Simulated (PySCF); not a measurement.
**A small calculation by hand: chemical shift, span and skew from a shielding tensor**

1-ethenyl-1-fluorocyclopropane (C₅H₇F), SMILES C(C1(F)CC1)=C. Atoms are numbered in the order given.

```xyz
13

C      0.1622    -2.2328     0.0000
C      0.7001    -1.0129     0.0000
C     -0.0814     0.2360     0.0000
F     -1.4282     0.0312     0.0000
C      0.3862     1.4451     0.7515
C      0.3862     1.4451    -0.7515
H     -0.9221    -2.3663     0.0000
H      0.7894    -3.1266     0.0000
H      1.7874    -0.8802     0.0000
H     -0.3972     2.0172     1.2544
H      1.3365     1.3875     1.2885
H      1.3365     1.3875    -1.2885
H     -0.3972     2.0172    -1.2544
```
Charge 0, spin multiplicity 1.

The structure is a stationary point at PBE0-D3(BJ)/def2-SVP. One conformer was computed; it need not be the lowest.

GIAO shieldings from PBE/pcSseg-1 (PySCF), non-relativistic, no solvent. The symmetric part of the tensor of C2 has the principal values -82.9, 57.5, 130.0 ppm. The same nucleus in TMS has σ = 182.0 ppm at this level (PySCF, at its B3LYP-D3(BJ)/def2-TZVP geometry).

**Question.** Work out the isotropic shielding, the ¹³C shift against TMS, the span and the skew.

**Answer.** 
σ(iso) = (σ11 + σ22 + σ33)/3 = 34.9 ppm. δ = σ(ref) − σ(iso) = 182.0 − (34.9) = 147.1 ppm.
Span Ω = σ33 − σ11 = 212.9 ppm. Skew κ = 3(σ(iso) − σ22)/Ω = -0.32. Tumbling in solution averages the tensor to δ; in a static solid the shielding alone would spread this spin-1/2 line over Ω.
